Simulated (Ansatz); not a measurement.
Consider the formal loss of a carbene: `C[Si]N([SiH3])[SiH3]` → `[CH2]` (triplet) + `[SiH]N([SiH3])[SiH3]`.

Program: Ansatz. Geometries: PBE0-D4/def2-TZVP. ΔE: electronic, gas phase. CCSD(T)/CBS adds triple-zeta CCSD(T) − MP2 to the extrapolated MP2 energy (def2 sets, frozen cores). This one scheme is used for every species. DFT in def2-TZVPP. Triplets are unrestricted, without spin–orbit coupling. Each species was taken in one conformer, which may not be the lowest.

```json
{"level": "BLYP-D4", "ΔE (kJ/mol)": "468.3", "difference from CCSD(T)/CBS": "-7.4"}
{"level": "B97M-V", "ΔE (kJ/mol)": "474.9", "difference from CCSD(T)/CBS": "-0.8"}
{"level": "r2SCANh-D4", "ΔE (kJ/mol)": "454.4", "difference from CCSD(T)/CBS": "-21.3"}
{"level": "BHLYP-D4", "ΔE (kJ/mol)": "454.9", "difference from CCSD(T)/CBS": "-20.8"}
{"level": "ωB97X-V", "ΔE (kJ/mol)": "484.0", "difference from CCSD(T)/CBS": "8.3"}
{"level": "PBE-QIDH", "ΔE (kJ/mol)": "471.2", "difference from CCSD(T)/CBS": "-4.5"}
{"level": "PBE", "ΔE (kJ/mol)": "475.2", "difference from CCSD(T)/CBS": "-0.5"}
{"level": "CAM-B3LYP", "ΔE (kJ/mol)": "463.0", "difference from CCSD(T)/CBS": "-12.7"}
{"level": "MP2/def2-SVP", "ΔE (kJ/mol)": "456.7", "difference from CCSD(T)/CBS": "-19.0"}
{"level": "MP2/def2-QZVPP", "ΔE (kJ/mol)": "485.8", "difference from CCSD(T)/CBS": "10.1"}
{"level": "CCSD(T)/CBS", "ΔE (kJ/mol)": "475.7", "difference from CCSD(T)/CBS": "0"}
```

Largest T1 diagnostic among the species: 0.014.

Leaving LDA and LC-ωPBE aside and taking each functional with its dispersion term where it has one, the values, not all of them listed here, spread over 32.5 kJ/mol, from r2SCAN0-D4 to ωB97X-V. LDA lies +75.8 kJ/mol from PBE without D4. At CCSD(T), def2-SVP lies −31.8 kJ/mol from the extrapolated value and def2-TZVPP −13.8 kJ/mol.

CCSD(T)/CBS has its own doubt, a few kJ/mol and more with outer-core shells, so smaller differences from it don't rank the levels.
